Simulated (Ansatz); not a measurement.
Born–Oppenheimer molecular dynamics of H$_{9}$NOSi$_{2}$ (13 atoms, charge 0, multiplicity 1). It starts at the highest image of a converged band. Of that band: A structure lower than the last end lies on the path between it and the top, so the climb from that side starts below the end, which may itself be a saddle point or a shallow side well. Neighbouring images differ by up to 2.0 eV, so the band resolves the path poorly. A vibrational analysis at the climbing image gives one clearly imaginary mode, 1388i cm⁻¹: a first-order saddle point.

Level of theory: RKS r2SCAN/6-31G* in Ansatz.

- ensemble: NVE (velocity Verlet)
- time step: 0.5 fs
- steps asked: 168
- starting velocities drawn for: 300 K
- seed: 4552

First frame:

```xyz
13
Properties=species:S:1:pos:R:3
Si 0.369 0.109 0.305
H -0.930 0.743 1.467
O 1.750 -0.181 -0.644
Si 2.484 -1.508 -1.278
H 1.719 -2.079 -2.427
H 3.837 -1.125 -1.766
H 2.639 -2.589 -0.257
H -0.679 0.270 -0.732
H 0.397 -1.039 1.246
N 1.001 1.713 1.062
H 1.903 1.669 1.536
H 0.986 2.517 0.434
H -0.077 1.492 1.605
```

**Question.** How far do the bonds stretch over the last three quarters of this one trajectory? (Pairs bonded in most of those frames.)

**Answer.** 
```csv
bond,mean (Å),spread (Å),shortest,longest
Si1–O3,1.663,0.036,1.62,1.73
Si1–H8,1.489,0.041,1.43,1.55
Si1–H9,1.503,0.071,1.39,1.61
Si1–N10,1.723,0.081,1.61,1.85
H2–H13,0.757,0.062,0.66,0.84
O3–Si4,1.652,0.026,1.61,1.68
Si4–H5,1.490,0.005,1.48,1.50
Si4–H6,1.493,0.037,1.44,1.55
Si4–H7,1.492,0.005,1.48,1.50
N10–H11,1.016,0.006,1.00,1.02
N10–H12,1.014,0.011,0.99,1.03
```

Mean temperature of the second half: 1348 K. The conserved energy stayed within 0.33 meV per atom of its start (net change 0.15 meV per atom), so the integration is sound. The kinetic energy rose, since the run started high on the potential surface and went downhill. It ends in pieces (H2 + H7NOSi2), so much of that is their flight and rotation, not heat. A run of 0.084 ps of so small a system gives no equilibrium averages. The orbitals stay closed-shell, which can raise the energy where a bond breaks towards radicals; this wasn't checked here.

The run took 9.4 min on 2 threads of Arm Neoverse V2, with other jobs on the host, peak memory 0.15 GiB.
